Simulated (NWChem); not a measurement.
## Basis-set convergence for AlF$_{2}$I

```xyz
4

Al     0.0000     0.0000    -1.3501
F     -1.4144     0.0000    -2.1996
F      1.4144     0.0000    -2.1996
I      0.0000     0.0000     1.0782
```
Charge 0, spin multiplicity 1.

All runs are NWChem calculations. All single points use one geometry, from PBE0/def2-SVP with def2 effective core potentials on I, a minimum by its harmonic frequencies.

Quantity: dipole moment at the level PBE.

Effective core potentials replace the inner electrons of I; spin-orbit coupling is left out. The structure started from a generated list of species.

Relative cost: rough, from shared machines, SCF included, def2-SVP = 1.

```
basis       functions  dipole moment (D)  relative cost
----------  ---------  -----------------  -------------
def2-SVP           72                [?]              1
def2-SVPD         105                [?]        under 3
def2-TZVP         149               1.26              5
def2-TZVPP        154               1.26              4
def2-TZVPD        182                [?]              6
```

Task: Fill in the missing entries.

Result: 
- def2-SVP, dipole moment (D): 0.95
- def2-SVPD, dipole moment (D): 1.41
- def2-TZVPD, dipole moment (D): 1.34
